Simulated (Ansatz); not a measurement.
System: InO₂ (charge 0, doublet). It need not be the lowest isomer of its formula. 
Coordinates optimised at B3LYP-D3(BJ)/def2-TZVP (Ansatz, a quantum-chemistry and plane-wave program):
```xyz
3

In     0.0000     0.0000     0.0000
O      0.0000     0.0000    -1.8777
O      0.0000     0.0000     1.8777
```
Charge 0, spin multiplicity 2.

Wanted: atomisation energy (electronic, to ground-state atoms), in eV. Cores are frozen in the correlated levels unless marked. UHF or UKS for open shells. No spin-orbit coupling. The frozen core is the preceding noble-gas configuration, with the filled d and f shells of earlier blocks. Past Kr the def2 sets carry scalar-relativistic core potentials. STO-3G rows are all-electron and non-relativistic. The coupled-cluster limit lacks core correlation, which all-electron functionals hold. CBS marks a two-point X^-3 extrapolation of the correlation energy; Hartree-Fock from the larger set. The program attaches cautions to a run behind BHLYP/def2-TZVPD: asymmetric forces. The program attaches cautions to a run behind r2SCAN0/def2-TZVPD: asymmetric forces. The program attaches cautions to a run behind LC-wPBE/def2-TZVPD: asymmetric forces.

The UHF reference is spin-contaminated (<S^2> 0.28 over the pure value in the largest basis). The T1 diagnostic of CCSD in the largest basis is 0.069, which is high, so the coupled-cluster rows are less sure than usual.

| level | program | atomisation energy (eV) |
|---|---|---|
| PBE0-D4/def2-TZVP | Ansatz + dftd4 | 5.88 |
| BHLYP/def2-TZVPD | Ansatz | 4.55 |
| r2SCAN0/def2-TZVPD | Ansatz | 5.34 |
| LC-wPBE/def2-TZVPD | Ansatz | 5.92 |
| SCS-MP2/STO-3G | Ansatz | 4.00 |
| SCS-MP2/def2-SVPD | Ansatz | 5.01 |
| SCS-MP2/def2-QZVPP | Ansatz | 5.60 |
| CCSD/def2-TZVPP | Ansatz | … |
| CCSD(T)/CBS(def2-TZVPP,def2-QZVPP) | Ansatz | … |

Fill in the missing entries.


- CCSD/def2-TZVPP, atomisation energy (eV): 5.02
- CCSD(T)/CBS(def2-TZVPP,def2-QZVPP), atomisation energy (eV): 5.99
